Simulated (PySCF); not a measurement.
ClGa (singlet state).
Geometry (PBE0-D3(BJ)/def2-SVP, Å), atoms numbered from 1 in this order:
```
atom  x, y, z in Å
Cl1    1.132   -0.086    0.010
Ga2   -1.083   -0.002   -0.032
```

Linear response at wB97X-D/def2-SVPD (PySCF, frozen core in the response, non-relativistic). The wB97X-D/def2-SVPD calculation is non-relativistic and has no spin–orbit coupling, an omission that weighs most on gallium.

Static isotropic polarisability: 47.85 au (7.09 Å³), principal values 41.1, 41.1, 61.4 au.

Problem. What is the polarisability at 1064 nm and at the sodium D line?

Solution. 48.86 au at 1064 nm (+2.1 %), 51.43 au at 589.3 nm (+7.5 %). The rise at 589.3 nm is 3.54 times that at 1064 nm; a pure ω² law gives 3.26. The lowest singlet lies at 249 nm, shorter than both wavelengths.

Problem. What is the isotropic C6 coefficient between two such molecules, C6 = (3/π)∫α(iω)² dω?

Solution. 610.5 au (Eh·bohr⁶) by a ten-point quadrature over imaginary frequencies, which is 365 eV·Å⁶ or 35.2 J·nm⁶/mol.

Problem. Which effective excitation energy ω̄ makes London's formula C6 = (3/4)α²ω̄ exact here?

Solution. ω̄ = 4·C6/(3α²) = 0.355 Eh = 9.7 eV. A one-pole form α(ω) = α/(1 − ω²/ω̄²) fitted to the 1064 nm value gives 8.1 eV. London's choice of the ionisation energy (10.13 eV, ΔSCF at the same level) gives C6 = 640 au, 5 % too high.

Problem. How many electrons N does the Slater–Kirkwood formula C6 = (3/4)·√N·α^(3/2) need to give this C6?

Solution. N = (4·C6/3)²/α³ = 6.0; the species has 48 electrons in all.

Problem. What n − 1 at the D line would an ideal gas of it have at 273.15 K and 1 atm (2.6868 × 10¹⁹ cm⁻³), by n − 1 = 2π·N·α′?

Solution. 12.87 × 10⁻⁴, a formal value whether or not that pressure can be reached.

Problem. How anisotropic is the static polarisability, by Δα² = ½[(α1 − α2)² + (α2 − α3)² + (α3 − α1)²]?

Solution. Δα = 20.4 au, or 0.43 of the isotropic value.

Problem. What three-body coefficient follows from the one-pole estimate C9 = (3/4)·α·C6?

Solution. 21900 au. This is an estimate from the two numbers above, not a computed integral.

Problem. What molar refraction at the D line follows from R = (4π/3)·N_A·α′, with α′ the polarisability volume?

Solution. α′ = 7.62 Å³ gives R = 19.22 cm³/mol, for isolated, non-vibrating species.

wB97X-D is run here without its empirical dispersion term; that term would change no orbital, density or response property at a fixed geometry.
